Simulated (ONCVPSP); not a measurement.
**selenium: variants of one ONCV potential**

Base potential:

selenium, optimised norm-conserving Vanderbilt (ONCV), made with ONCVPSP 4.0.1 (PBE, non-relativistic). Core [Ar], reference 3d10 4s2 4p4. Waves: 4s: rc 1.65 bohr, ncon 4, nbas 8, qcut 3.9 1/bohr, 2 projectors, debl 0.9 Ha; 4p: rc 1.40 bohr, ncon 4, nbas 6, qcut 6.3 1/bohr, 1 projector; 3d: rc 0.70 bohr, ncon 4, nbas 9, qcut 24.6 1/bohr, 2 projectors, debl 2.2 Ha. Local part: polynomial inside 0.50 bohr (lpopt 5, dvloc0 0 Ha). Core correction: none.

All-electron outer shells of the reference configuration (PBE, non-relativistic, ld1.x):

```json
{"shell": "3s", "level (eV)": "-206.18", "outermost node (bohr)": "0.24", "outermost maximum (bohr)": "0.51"}
{"shell": "3p", "level (eV)": "-151.38", "outermost node (bohr)": "0.22", "outermost maximum (bohr)": "0.50"}
{"shell": "3d", "level (eV)": "-54.47", "outermost node (bohr)": "–", "outermost maximum (bohr)": "0.45"}
{"shell": "4s", "level (eV)": "-16.72", "outermost node (bohr)": "0.71", "outermost maximum (bohr)": "1.55"}
{"shell": "4p", "level (eV)": "-6.55", "outermost node (bohr)": "0.74", "outermost maximum (bohr)": "1.82"}
```

Cutoffs, loose and tight: the cutoffs (Ha) at which the residual kinetic energy of the hardest occupied pseudo-wave falls to 1 and 0.1 mHa per electron. They do not see the model core or the augmentation charge, which bear on the density cutoff. Test errors are all-electron minus pseudo excitation energies from the reference, over the configurations 3d10 4s2 4p3; 3d10 4s2 4p2; 3d10 4s2 4p1; 3d10 4s2 4p3.5. A dash means not determined; rows that change the core or the reference have their own tests.

A true bound ghost makes a file unfit for plane-wave use even where its test errors are small: the radial tests pick states by their node count and pass the ghost by.

```tsv
change	outcome	cutoff, loose	cutoff, tight	bound ghosts	GHOST(+) flags above zero	largest test error (meV)
base	generated	220 Ha	248 Ha	s, p	none	+16
core [Ar] 3d10, valence charge 6; reference 4s2 4p4; waves now 4s: rc 1.40 bohr, ncon 4, nbas 8, qcut 5.4 1/bohr, 2 projectors, debl 0.6 Ha; 4p: rc 1.45 bohr, ncon 4, nbas 7, qcut 6.7 1/bohr, 2 projectors, debl 0.7 Ha; local potential polynomial inside 1.30 bohr (lpopt 5, dvloc0 0 Ha)	failed: ERROR pspot: first pseudo wave function has node, program will stop	–	–	–	–	–
scalar-relativistic	generated	220 Ha	248 Ha	s, p	s	+7.3
```

Problem. What comes out with this change to the base: all radii scaled by about 1.16 (s 1.92, p 1.62, d 0.82 bohr); local potential polynomial inside 0.58 bohr (lpopt 5, dvloc0 0 Ha)?

Solution. outcome: generated; cutoff, loose: 195 Ha; cutoff, tight: 222 Ha; bound ghosts: s, p; GHOST(+) flags above zero: none; largest test error (meV): +24.

Problem. What comes out with this change to the base: d: nbas 7?

Solution. outcome: generated; cutoff, loose: 220 Ha; cutoff, tight: 249 Ha; bound ghosts: s, p; GHOST(+) flags above zero: none; largest test error (meV): +16.
